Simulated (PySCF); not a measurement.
## C₆ coefficients of unlike pairs at PBE

Calculated with PySCF 2.14 from the dipole response of each species, C₆(A,B) = (3/π) ∫ α_A(iu) α_B(iu) du, in atomic units, from isotropic polarisabilities. For ions this is the dispersion term alone; charge-induced terms of lower order in 1/R come first.

| species | configuration | basis | relativity | α (bohr³) | C₆ (like pair) |
| --- | --- | --- | --- | --- | --- |
| Pb²⁺ | [Xe] 4f14 5d10 6s2 (1S) | aug-cc-pwCVTZ-DK3 (11s10p8d5f1g) | spin-free X2C | 13.32 | 92.24 |
| Cr²⁺ | [Ar] 3d4 (5D) | aug-cc-pVTZ (8s7p5d3f2g) | none | 4.565 | 13.67 |
| Ar³⁺ | [Ne] 3s2 3p3 (4S) | aug-cc-pwCVQZ (10s9p7d5f3g) | none | 3.606 | 9.788 |
| Kr | [Kr] (1S) | aug-cc-pVQZ-PP with one added diffuse shell each of s, p, d, f, g type with ECP10MDF (8s7p6d4f3g) | core potential | 18.29 | 142.6 |

Task: Estimate C₆ for Kr with Ar³⁺.

Result: The integral gives 36.18. The combination rule 2 C_A C_B / (C_A α_B/α_A + C_B α_A/α_B) gives 35.90 and the geometric mean 37.36.

No spin-orbit coupling is included.

The other pairs:

```
      pair     C₆
  Kr, Cr²⁺  42.46
Ar³⁺, Cr²⁺  11.51
  Kr, Pb²⁺  113.1
Ar³⁺, Pb²⁺  29.81
Cr²⁺, Pb²⁺  35.27
```
